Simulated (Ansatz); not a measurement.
Geometry optimisation, RHF/def2-SVP (Ansatz).

Input:

```yaml
crystal:
  periodic: [false, false, false]
  atoms:
    - { symbol: "N", position_ang: [-0.27424, 1.2195, 0.0935] }
    - { symbol: C, position_ang: [0.34657, -0.05567, 0.27028] }
    - { symbol: B, position_ang: [0.24444, -1.24131, -0.45923] }
    - { symbol: Cl, position_ang: [0.34144, -2.62209, -1.36344] }
    - { symbol: H, position_ang: [-0.98554, 1.18987, -0.6261] }
    - { symbol: H, position_ang: [-0.68582, 1.55821, 0.95664] }
    - { symbol: H, position_ang: [1.01315, -0.04852, 1.12835] }
basis:
  gaussian: { orbitals: def2-SVP }
hamiltonian:
  xc: hf
relax:
  f_tol: 0.02
  max_steps: 50
output:
  orbitals: {}
```

Command:

```bash
$ ansatz run input.yaml --threads 1 --pin off --max-ram 2048MiB --backend cpu --events-out ev --progress --plain --runs-dir out
```

Q: Where does it end, and by what steps?

A: It converged. After 6 steps the energy has fallen by 0.081 eV; H6 moved furthest, 0.11 Å.

| step | energy less start (eV) | largest force component (eV/Å) | accepted |
| --- | --- | --- | --- |
| 0 | 0.0000 | 1.736 | yes |
| 1 | -0.0523 | 0.818 | yes |
| 2 | -0.0745 | 0.251 | yes |
| 3 | -0.0681 | 0.693 | no |
| 4 | -0.0803 | 0.089 | yes |
| 5 | -0.0808 | 0.055 | yes |
| 6 | -0.0811 | 0.013 | yes |

```xyz
7
Properties=species:S:1:pos:R:3
N -0.287 1.230 0.124
C 0.341 -0.032 0.273
B 0.268 -1.216 -0.449
Cl 0.315 -2.672 -1.341
H -0.931 1.258 -0.643
H -0.778 1.503 0.956
H 1.073 -0.071 1.080
```

Whether the end is a true minimum wasn't checked by a vibrational analysis.

Time of the run: 15 s on 1 thread of Intel(R) Xeon(R) Platinum 8259CL CPU @ 2.50GHz (Skylake/Cascade Lake), on a shared host, peak memory 0.16 GiB.
